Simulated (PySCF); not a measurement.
## Potential energy of CaF along the bond

Set-up: basis Ca pcseg-1, F pcseg-1; no relativity; PySCF 2.14. Energies in eV from Ca + F in their ground configurations at the same level. State: ²Σ⁺ (doublet), unpaired electrons σ ↑.

All columns are LC-ωPBE. A positive dipole means Ca(−)F(+).

```
R (Å)  E (eV)  μ (D)  Mulliken charge on Ca (basis-dependent)  HOMO (eV)  LUMO (eV)  Mayer bond order  ⟨S²⟩
1.674  -4.854  -1.44                                     0.51      -5.39      -0.15              0.86  0.75
1.752  -5.449  -1.84                                     0.55      -5.54      -0.21              0.81  0.75
1.830  -5.780  -2.22                                     0.57      -5.68      -0.27              0.77  0.75
1.889  -5.899  -2.51                                     0.59      -5.78      -0.32              0.75  0.75
1.947  -5.933  -2.79                                     0.60      -5.87      -0.37              0.73  0.75
2.005  -5.904  -3.07                                     0.61      -5.96      -0.41              0.72  0.75
2.083  -5.790  -3.44                                     0.62      -6.08      -0.47              0.70  0.75
2.181  -5.569  -3.90                                     0.63      -6.21      -0.55              0.69  0.75
2.297  -5.239  -4.46                                     0.64      -6.36      -0.64              0.68  0.75
2.453  -4.753  -5.21                                     0.65      -6.54      -0.77              0.66  0.75
```

A fit through these points gives, at Re = 1.947 Å, μ = -2.79 D and dμ/dR = -4.79 D/Å; the reduced mass is 12.88 u.

Problem. How strong is the fundamental in the double-harmonic approximation, I = 42.26·(dμ/dR)²/μred km/mol?

Solution. I = 42.26·(-4.79)²/12.88 = 75.3 km/mol at LC-ωPBE.

The state was picked by a PBE0 search and need not be the measured ground state.
